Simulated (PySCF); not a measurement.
Several structures and their simulated spectra, in scrambled order.

A. `c1(C(C)C)ncccp1`
B. `[C@@H]1(C#N)OC[Si@H](N)N[SiH2]1`
C. `InChI=1S/C7H10NP/c1-8-4-5-9-7(8)6-2-3-6/h4-6H,2-3H2,1H3`
D. `InChI=1S/C6H3Cl3/c1-2-3-4-5-6(7,8)9/h1H3`

Spectrum 1. ¹³C{¹H} NMR (computed): δ 125.1 (C), 60.5 (CH2), 55.6 (CH).

Spectrum 2. ¹³C{¹H} NMR (computed): δ 102.5 (C), 100.1 (C), 90.8 (C), 70.4 (C), 69.8 (C), 6.0 (CH3).

Spectrum 3. ¹³C{¹H} NMR (computed): δ 185.9 (C), 133.1 (CH), 132.3 (CH), 36.8 (CH3), 22.1 (CH2), 14.8 (CH).

Spectrum 4. ¹³C{¹H} NMR (computed): δ 216.4 (C), 178.2 (CH), 151.9 (CH), 126.9 (CH), 46.5 (CH), 26.4 (CH3).

All values are calculated (PySCF): shielding tensors at PBE0/pcSseg-1 (GIAO), geometry from GFN2-xTB. Non-relativistic, rapidly exchanging positions averaged, a single conformation, isolated molecule.

Shifts are taken against calculated references (same method and geometry level): TMS for ¹³C. Splittings of carbon signals by F and P are missing where no couplings were computed. Shifts are as computed. Against solution values, carbons near 30 ppm lie about +3 ppm off and those near 130 ppm about +5 ppm; carbons on Cl a further +6 ppm. Of 1211 compounds with measured shifts, 218 miss one by over three times the rms of a fit or turn the order of signals round; such compounds aren't used in these exercises. Carbons bonded to Cl come out too deshielded.

Q: Match each spectrum to its structure.

A: 1–B, 2–D, 3–C, 4–A.

- Spectrum 1 (B): 3 ¹³C signals; δC 125.1 is a nitrile carbon; δC 60.5 is an sp3 CH2 bonded to O and Si.
- Spectrum 2 (D): 6 ¹³C signals; δC 102.5 is a propargylic fully substituted sp3 carbon bonded to 3 Cl; δC 100.1 is an alkyne carbon.
- Spectrum 3 (C): 6 ¹³C signals; δC 132.3 is an aromatic CH; δC 36.8 is a methyl carbon bonded to N.
- Spectrum 4 (A): 6 ¹³C signals; δC 151.9 is an aromatic CH next to a ring nitrogen; δC 126.9 is an aromatic CH.
